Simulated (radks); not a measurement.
Problem. Cd II, 47 electrons, occupied as [Kr] 4d10 5s1. All-electron calculation, scalar-relativistic Kohn-Sham, Slater X-alpha with alpha = 0.72, spin-polarised, spherical densities, point nucleus; open shells are filled with parallel spins first (spin-orbit coupling, left out, can overturn this in heavy ions). Program: a radial shooting solver on a logarithmic mesh with Libxc functionals. Some entries of the table are withheld. Estimate them.

orbital,occ.,eigenvalue (eV),<1/r> (bohr^-1)
1s up,1,-26533.84,50.61
1s down,1,-26533.81,50.61
2s down,1,-3951.237,11.52
2s up,1,-3951.234,11.52
2p up,3,-3549.935,11.12
2p down,3,-3549.934,11.12
3s up,1,-743.6689,4.062
3s down,1,-743.6531,4.062
3p up,3,-611.8033,3.872
3p down,3,-611.7882,3.872
3d up,5,-404.6673,3.648
3d down,5,-404.6597,3.648
4s up,1,-114.5272,1.579
4s down,1,-114.5190,1.580
4p up,3,-75.6282,1.422
4p down,3,-75.5842,1.424
4d up,5,(1),1.060
4d down,5,(2),1.073
5s up,1,-13.3936,(3)
5s down,0,-11.8408,(4)

Solution. 
(1) 4d up eigenvalue (eV): -20.3731
(2) 4d down eigenvalue (eV): -20.0552
(3) 5s up <1/r> (bohr^-1): 0.4847
(4) 5s down <1/r> (bohr^-1): 0.4920
